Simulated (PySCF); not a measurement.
Record of a relaxation.

4-bromobenzonitrile, C₇H₄BrN.
Bonds: N1–C2 (triple), C2–C3, C3–C4 (aromatic), C4–C5 (aromatic), C5–C6 (aromatic), C6–Br7, C6–C8 (aromatic), C8–C9 (aromatic), C3–C9 (aromatic). Hydrogens: H10 on C4; H11 on C5; H12 on C8; H13 on C9.

Computed by this run: PBE0-D3(BJ)/def2-SVP geometry optimisation, gas phase in PySCF; density fitting, grid level 2; the optimiser is geomeTRIC in internal coordinates, started from a GFN2-xTB structure. The frame can shift and turn from step to step; on so coarse a grid that alone can change the energy by a few meV, and forces under 0.02 eV/Å are noise.

Step 0: E = -78826.7770 eV, largest atomic force 1.793 eV/Å
```
atom  x, y, z in Å  |  force x, y, z in eV/Å
N1      3.651    0.449   -0.027    1.780   0.219  -0.013
C2      2.513    0.310   -0.018   -1.034  -0.126   0.009
C3      1.109    0.137   -0.007   -0.183  -0.024   0.007
C4      0.270    1.253    0.016    0.007  -0.132  -0.005
C5     -1.100    1.083    0.024   -0.075  -0.017   0.003
C6     -1.625   -0.201    0.007   -0.746  -0.092   0.003
Br7    -3.513   -0.434    0.015    0.379   0.046   0.000
C8     -0.803   -1.318   -0.015   -0.077  -0.001   0.004
C9      0.567   -1.149   -0.021   -0.026   0.130  -0.002
H10     0.696    2.244    0.028    0.170   0.398   0.004
H11    -1.757    1.938    0.043   -0.275   0.349   0.005
H12    -1.233   -2.308   -0.026   -0.182  -0.404  -0.005
H13     1.222   -2.007   -0.038    0.262  -0.346  -0.009
```

Step 1: E = -78826.8195 eV, largest atomic force 0.161 eV/Å
```
atom  x, y, z in Å  |  force x, y, z in eV/Å
N1      4.354    0.783   -0.184    0.023   0.004   0.001
C2      3.204    0.642   -0.175   -0.004  -0.002  -0.001
C3      1.783    0.467   -0.165   -0.014  -0.001  -0.002
C4      0.936    1.584   -0.141    0.042   0.085   0.002
C5     -0.442    1.416   -0.132   -0.050   0.027   0.000
C6     -0.977    0.127   -0.146    0.142   0.018   0.002
Br7    -2.837   -0.102   -0.131   -0.160  -0.020  -0.001
C8     -0.146   -0.993   -0.170   -0.042  -0.040  -0.001
C9      1.232   -0.822   -0.179    0.062  -0.073   0.000
H10     1.365    2.588   -0.130   -0.015  -0.035  -0.001
H11    -1.106    2.283   -0.113    0.023  -0.025   0.000
H12    -0.579   -1.996   -0.181    0.016   0.031   0.001
H13     1.891   -1.692   -0.198   -0.023   0.030   0.000
```

Step 2: E = -78826.8202 eV, largest atomic force 0.043 eV/Å
```
atom  x, y, z in Å  |  force x, y, z in eV/Å
N1      4.355    0.785   -0.184    0.001   0.002   0.001
C2      3.204    0.643   -0.175    0.008  -0.011  -0.001
C3      1.783    0.466   -0.165    0.005   0.011   0.001
C4      0.937    1.585   -0.141   -0.005  -0.027   0.000
C5     -0.441    1.416   -0.131   -0.041   0.004   0.000
C6     -0.977    0.127   -0.146    0.043   0.005  -0.001
Br7    -2.845   -0.102   -0.132    0.028   0.004   0.000
C8     -0.146   -0.994   -0.169   -0.036  -0.012   0.000
C9      1.233   -0.824   -0.179   -0.001   0.026   0.001
H10     1.366    2.588   -0.130   -0.001  -0.003   0.000
H11    -1.104    2.283   -0.113   -0.001   0.003   0.000
H12    -0.579   -1.995   -0.180    0.000  -0.002   0.000
H13     1.892   -1.694   -0.198   -0.002   0.002   0.000
```

Step 3: E = -78826.8202 eV, largest atomic force 0.040 eV/Å
```
atom  x, y, z in Å  |  force x, y, z in eV/Å
N1      4.356    0.782   -0.184   -0.004  -0.001   0.001
C2      3.205    0.641   -0.176   -0.004   0.007  -0.001
C3      1.784    0.467   -0.165   -0.020  -0.007   0.001
C4      0.936    1.585   -0.141    0.012   0.015   0.000
C5     -0.443    1.417   -0.131    0.024  -0.032  -0.001
C6     -0.975    0.127   -0.146   -0.025   0.008   0.000
Br7    -2.843   -0.100   -0.132    0.011  -0.010   0.000
C8     -0.146   -0.995   -0.169   -0.005   0.028   0.001
C9      1.233   -0.823   -0.179    0.004  -0.009   0.000
H10     1.365    2.588   -0.130    0.004   0.008   0.000
H11    -1.106    2.283   -0.113    0.001   0.000   0.000
H12    -0.578   -1.996   -0.180   -0.001  -0.001   0.000
H13     1.892   -1.692   -0.198    0.005  -0.006   0.000
```

Step 4: E = -78826.8203 eV, largest atomic force under 0.02 eV/Å
```
atom  x, y, z in Å  |  force x, y, z in eV/Å
N1      4.355    0.783   -0.184   -0.001   0.000   0.000
C2      3.204    0.642   -0.175    0.000   0.000  -0.001
C3      1.783    0.467   -0.165   -0.003  -0.001   0.001
C4      0.937    1.585   -0.141    0.001   0.000   0.000
C5     -0.442    1.417   -0.131    0.000  -0.002   0.000
C6     -0.976    0.127   -0.146   -0.005   0.002   0.000
Br7    -2.843   -0.102   -0.132    0.000   0.000   0.000
C8     -0.146   -0.994   -0.169    0.003   0.005   0.000
C9      1.233   -0.823   -0.179    0.003  -0.005   0.000
H10     1.366    2.589   -0.130    0.001   0.001   0.000
H11    -1.105    2.283   -0.113    0.000   0.001   0.000
H12    -0.579   -1.995   -0.180    0.000   0.000   0.000
H13     1.892   -1.692   -0.198    0.001  -0.001   0.000
```

**Question.** Summarise the path.

**Answer.** The energy falls by 4.18 kJ/mol from step 0 to step 4; nine tenths of that is first reached at step 1. It falls at every step. The largest force goes from 1.793 to under 0.02 eV/Å. Among the bonds C6–Br7 changes most, from 1.903 to 1.881 Å; the atoms move by 0.018 Å rms after alignment.

What follows is the cost of the whole optimisation. The run took 69 s of wall time on one thread, Intel Xeon Platinum 8488C (x86_64) (shared host), and the process peaked at 0.88 GiB of memory.
